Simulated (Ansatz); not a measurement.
The cluster Si₄⁺. The state is a doublet with charge 1. Geometry relaxed at r2SCAN-D4/def2-TZVP.

```xyz
4

Si    0.394   -0.872    0.910
Si   -0.526    1.171    1.351
Si   -0.394    0.873   -0.911
Si    0.526   -1.172   -1.351
```

The relaxation made no stability test and no search for a lower SCF solution. The structure comes from a short search, and lower isomers may exist.

Estimate the harmonic wavenumbers at UKS r2SCAN-D4/def2-TZVP (Ansatz, unscaled). Is this a minimum?

74, 281, 309, 457, 464, 478 cm⁻¹. Yes, no mode is imaginary beyond noise. Zero-point energy 12.3 kJ/mol. Run time 97 s (4 threads of Arm Neoverse N1 on a shared host).
